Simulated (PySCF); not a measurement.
C3H3F3, SMILES F[C@H]1CC1(F)F. Atoms are numbered in the order given.

```xyz
9

F      1.6901    -0.0703    -0.8928
C      0.9574     0.2200     0.2105
C     -0.1002     1.3133     0.0835
C     -0.4848    -0.1177     0.1923
F     -0.9883    -0.7396    -0.8819
F     -1.0671    -0.5627     1.3202
H      1.5179     0.1268     1.1487
H     -0.2648     1.9779     0.9364
H     -0.1995     1.7556    -0.9126
```
Charge 0, spin multiplicity 1.

The structure is a stationary point at r2SCAN-D4/def2-SVP. The structure was generated by enumeration; whether it is a known compound was not checked.

The numbers are results of PBE/def2-TZVP (PySCF), not measurements.

ESP charges are fitted to the potential on shells at 1.4 to 2.0 van der Waals radii. Atomic charges (e):

| atom | Löwdin | ESP fit | Mulliken | IAO |
|---|---|---|---|---|
| F1 | 0.17 | ___ | -0.17 | -0.28 |
| C2 | -0.31 | 0.00 | 0.02 | 0.11 |
| C3 | -0.18 | ___ | -0.27 | -0.36 |
| C4 | -0.55 | 0.36 | 0.34 | 0.53 |
| F5 | 0.22 | -0.15 | -0.15 | -0.26 |
| F6 | 0.21 | -0.18 | -0.15 | -0.27 |
| H7 | 0.14 | 0.15 | 0.11 | 0.16 |
| H8 | 0.15 | ___ | 0.13 | 0.18 |
| H9 | 0.15 | ___ | 0.14 | 0.19 |

Some entries are withheld; supply them. (An estimate is asked for; the answer gives what the named calculation found.)


- F1, ESP fit: -0.15
- C3, ESP fit: -0.43
- H8, ESP fit: 0.18
- H9, ESP fit: 0.21

Computed Mayer and Wiberg (Löwdin basis) orders of the bonds:
```json
[
 {"bond": "F1–C2", "Mayer": "1.11", "Wiberg": "1.73"},
 {"bond": "C2–C3", "Mayer": "0.92", "Wiberg": "1.22"},
 {"bond": "C2–C4", "Mayer": "0.95", "Wiberg": "1.20"},
 {"bond": "C3–C4", "Mayer": "0.97", "Wiberg": "1.25"},
 {"bond": "C4–F5", "Mayer": "1.16", "Wiberg": "1.76"},
 {"bond": "C4–F6", "Mayer": "1.13", "Wiberg": "1.75"},
 {"bond": "C2–H7", "Mayer": "0.95", "Wiberg": "0.85"},
 {"bond": "C3–H8", "Mayer": "0.91", "Wiberg": "0.86"},
 {"bond": "C3–H9", "Mayer": "0.93", "Wiberg": "0.85"}
]
```
